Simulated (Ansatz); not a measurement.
```yaml
crystal:
  periodic: [false, false, false]
  atoms:
    - {symbol: Na, position_ang: [1.146721, 1.158745, 0.254346]}
    - {symbol: S, position_ang: [0.972509, -0.932030, -1.965901]}
    - {symbol: Na, position_ang: [-1.199533, -0.770901, -0.235565]}
    - {symbol: S, position_ang: [-0.874692, 0.494970, 1.696470]}
    - {symbol: H, position_ang: [0.212771, 0.137216, -2.647311]}
    - {symbol: H, position_ang: [-0.361498, -0.319977, 2.479012]}
basis:
  gaussian: {orbitals: def2-SVPD, nuclear_model: gaussian, point_charges: [{charge: -1.00, position_ang: [5.266, 0.875, 0.648]}]}
total_charge: 1
magnetization: {spin_polarized: true, initial_magnetization: 1}
hamiltonian: {xc: {name: wB97X}}
output: {forces: true}
```

```sh
$ ansatz run in.yaml --threads 4 --pin off --events-out ev --progress --plain --max-ram 3916MiB
```

Shortened log:

```
Functional definition: wB97X
  name "wB97X"
  cite "Chai & Head-Gordon, J. Chem. Phys. 128, 084106 (2008) doi:10.1063/1.2834918"
  cite "Becke, J. Chem. Phys. 107, 8554 (1997) doi:10.1063/1.475007"
  parameter omega = 0.3/bohr
  parameter cx = 0.157706
  parameter cx1 = 0.726479
  parameter cx2 = 1.04760
  parameter cx3 = -5.70635
  parameter cx4 = 13.2794
  parameter css1 = -4.33879
  parameter css2 = 18.2308
  parameter css3 = -31.7430
  parameter css4 = 17.2901
  parameter cos1 = 2.37031
  parameter cos2 = -11.3995
  parameter cos3 = 6.58405
  parameter cos4 = -3.78132
  # The coefficients of nought are those of the uniform gas.
  exchange = spin_sum(e_x_unif_sr(omega)*poly(b97_u_x, 1 - cx, cx1, cx2, cx3, cx4)) + cx*exact_x_sr(omega)
      + exact_x_lr(omega)
  correlation = spin_sum(e_c_pw_same_spin*poly(b97_u_same, 1, css1, css2, css3, css4))
      + integral(e_c_pw_opposite_spin*poly(b97_u_opposite, 1, cos1, cos2, cos3, cos4))
972 factors; integrals over basis functions are off by at most 6.7e-4 eV
418 factors; integrals over basis functions are off by at most 2.5e-5 eV
mean field evaluation 1: about -30520.4080 eV, gradient 2.3e1 eV
mean field evaluation 2: about -30522.6940 eV, gradient 1.4e1 eV
mean field evaluation 4: about -30523.6451 eV, gradient 3.6e-1 eV
mean field evaluation 8: about -30523.6651 eV, gradient 5.7e-2 eV
mean field evaluation 16: about -30523.6685 eV, gradient 3.7e-2 eV
mean field evaluation 32: about -30523.5527 eV, gradient 2.7e0 eV
mean field -30523.66984818 eV, -1121.7241772342 hartree, gradient 1.9e-7 eV, S^2 0.754144; 6 other end points of the search recorded, 0 dependent functions left out
the calculation of the forces begins
reference -30523.66977550 eV, -1121.7241745631 hartree; 28, 27 occupied and 78, 79 virtual orbitals, 972 factors
Total energy: -30523.66977550 eV, -1121.7241745631 hartree
Atom 0 at     1.146721     1.158745     0.254346 Å, force     1.226482     0.465606     0.537853 eV/Å
Atom 1 at     0.972509    -0.932030    -1.965901 Å, force    -1.136619     1.695882    -1.364240 eV/Å
Atom 2 at    -1.199533    -0.770901    -0.235565 Å, force    -0.783247    -1.272152    -0.966575 eV/Å
Atom 3 at    -0.874692     0.494970     1.696470 Å, force    -1.607935     3.352746    -1.311751 eV/Å
Atom 4 at     0.212771     0.137216    -2.647311 Å, force     1.362532    -1.745891     0.889556 eV/Å
Atom 5 at    -0.361498    -0.319977     2.479012 Å, force     1.660715    -2.497064     2.382219 eV/Å
Dipole moment:     0.779758     0.039585    -1.176099 e Å
```

Hardware: 4 threads of Arm Neoverse V1 on a shared host. Wall time 35 s, peak host memory 0.59 GiB.

The dipole of an ion depends on the origin.
